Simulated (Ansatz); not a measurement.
C2H8AlNSi at its PBE0-D4/def2-TZVP geometry, where that method's forces vanish. Charge 0, multiplicity 1. The bonds changed during the relaxation, so this is another structure than the one it started from.

```xyz
13

Al   -0.1445    1.9076    0.4808
C    -1.3308    0.3517    0.4951
N     0.0398   -0.0017   -0.0184
C     0.8183   -1.1821    0.4593
Si    0.5750   -0.9995   -1.3453
H     0.6487    2.2337    1.8197
H    -0.0751    2.8431   -0.8034
H    -2.1128    0.1182   -0.2244
H    -1.5068   -0.1546    1.4436
H     0.2144   -1.9284    0.9727
H     1.7436   -0.9389    0.9725
H    -0.4520   -1.8332   -2.0014
H     1.5822   -0.4159   -2.2506
```

(1) What forces (eV/Å) does r2SCAN-D4/def2-TZVPP give on these atoms in Ansatz 0.2.0? (An estimate is asked.)

Results:

(1) Computed: 
```
Al1  0.048  0.042 -0.005
C2  -0.277  0.045  0.096
N3   0.074  0.235 -0.088
C4   0.142 -0.221  0.148
Si5  0.034 -0.070 -0.170
H6  -0.016 -0.011 -0.024
H7  -0.002 -0.017  0.022
H8   0.011 -0.013  0.009
H9   0.005 -0.010 -0.014
H10 -0.003  0.007 -0.001
H11 -0.011  0.001 -0.007
H12  0.012  0.014  0.019
H13 -0.016 -0.002  0.017
```
